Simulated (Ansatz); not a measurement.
Ansatz (an electronic-structure program) input (CCSD(T)/aug-cc-pVDZ):

Ansatz 0.2 input:
```yaml
crystal:
  periodic: [false, false, false]
  atoms:
    - {symbol: Se, position_ang: [-0.25163197, 0.14091670, -0.01398978]}
    - {symbol: F, position_ang: [-1.02435642, -1.47659625, 0.26426402]}
    - {symbol: F, position_ang: [0.72848531, 1.57343437, -0.54137923]}
    - {symbol: F, position_ang: [1.24648076, -0.62919008, 0.32996550]}
basis:
  gaussian:
    orbitals: aug-cc-pVDZ
magnetization: {spin_polarized: true, initial_magnetization: 1}
correlation: {method: ccsd_t, electrons: outside_noble_gas}
output: {forces: true}
```

End of the output:

```
mean field evaluation 16: about -73414.4280 eV, gradient 3.3e1 eV
mean field evaluation 32: about -73415.6739 eV, gradient 8.9e-1 eV
mean field -73418.53142016 eV, -2698.0812648228 hartree, gradient 2.7e-6 eV, S^2 0.772066; 1 other end points of the search recorded, 0 dependent functions left out
determinant -73418.53142016 eV, -2698.0812648228 hartree, with singles and doubles -73439.51797264 eV, -2698.8525064013 hartree
determinant -73415.64823934 eV, -2697.9753098819 hartree, with singles and doubles -73436.31251036 eV, -2698.7347078352 hartree
17 core orbitals not correlated
reference -73418.53142016 eV, -2698.0812648228 hartree; 14, 13 occupied and 74, 75 virtual orbitals, 1036 factors
densities: 1.25 GiB planned
second order -20.88187341 eV of doubles, -0.00000000 eV of singles
coupled cluster: 0.85 GiB planned
cycle   1  -20.99012266 eV  change   -3.6e-3 eV  update   2.1e-3
cycle   2  -20.98966568 eV  change    4.6e-4 eV  update   1.4e-3
cycle   3  -20.98935262 eV  change    3.1e-4 eV  update   8.4e-4
cycle   4  -20.99055998 eV  change   -1.2e-3 eV  update   2.3e-4
cycle   5  -20.99090021 eV  change   -3.4e-4 eV  update   1.1e-4
cycle   6  -20.99081851 eV  change    8.2e-5 eV  update   5.4e-5
cycle   7  -20.99085551 eV  change   -3.7e-5 eV  update   3.8e-5
cycle   8  -20.99082128 eV  change    3.4e-5 eV  update   1.5e-5
cycle   9  -20.99080640 eV  change    1.5e-5 eV  update   8.6e-6
cycle  10  -20.99081554 eV  change   -9.1e-6 eV  update   4.4e-6
cycle  11  -20.99082041 eV  change   -4.9e-6 eV  update   2.2e-6
cycle  12  -20.99081935 eV  change    1.1e-6 eV  update   7.6e-7
perturbative correction -0.68346519 eV, -0.0251168824 hartree
the calculation of the forces begins
Total energy: -73440.20570470 eV, -2698.8777800882 hartree
Atom 0 at    -0.251632     0.140917    -0.013990 Å, force    -0.699309     0.376483    -0.096188 eV/Å
Atom 1 at    -1.024356    -1.476596     0.264264 Å, force    -0.109633    -0.338685     0.065417 eV/Å
Atom 2 at     0.728485     1.573434    -0.541379 Å, force     0.234328     0.259823    -0.092674 eV/Å
Atom 3 at     1.246481    -0.629190     0.329966 Å, force     0.574614    -0.297622     0.123445 eV/Å
Dipole moment:    -0.267006     0.156266     0.010673 e Å
```

It need not be the lowest isomer of its formula.
